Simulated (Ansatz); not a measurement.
InH2O (SMILES [OH][InH]): the electronic atomisation energy, rung by rung

InH2O: 4 atoms, total charge 0, spin state doublet. As SMILES, `[OH][InH]`. The coordinates come from a PBE0-D4/def2-TZVP relaxation.

```xyz
4

O    -0.2984   -1.0206    0.2950
In    0.5639    0.7466   -0.0885
H     0.2368   -1.6294    0.8091
H    -0.4467    1.8430   -1.0360
```

Quantity: the electronic atomisation energy, in eV. The values are calculated. Electronic energies at fixed atoms, without zero-point motion or spin-orbit coupling.

```tsv
level	kind	program	value (eV)	less FCI/STO-3G	CPU time (all runs)
UHF/STO-3G	Hartree–Fock	Ansatz	8.42	-1.70	0.79 s
UPBE/STO-3G	GGA	Ansatz	13.51	+3.39	4.5 s
U-r2SCAN/STO-3G	meta-GGA	Ansatz	13.16	+3.04	14 s
U-r2SCAN0/STO-3G	hybrid meta-GGA	Ansatz	12.37	+2.25	11 s
UCAM-B3LYP/STO-3G	range-separated hybrid	Ansatz	12.92	+2.80	4.4 s
RPA@PBE/STO-3G	RPA	Ansatz	9.46	-0.66	5.7 s
UCCSD(T)/STO-3G	coupled cluster or CI	Ansatz	10.10	-0.02	1.4 s
UCCSDT/STO-3G	coupled cluster or CI	Ansatz	10.12	0.00	2.8 s
FCI/STO-3G	exact in the basis	Ansatz	10.12	0.00	35 s
```

FCI/STO-3G is exact within its basis and frozen core, so for wave-function methods in that basis the difference is their error; functionals converge differently with the basis, so for them it is only a difference. All-electron rows without a relativistic Hamiltonian named are non-relativistic. The values span 8.42 to 13.51 eV. All rows use very small basis sets, so none should be taken for the real molecule's value. In the correlated wave-function rows the outer d shell of In is correlated, in sets not made for it. Times are those of the runs behind each value, whatever else they computed, on shared processors of several kinds: orders of magnitude only.
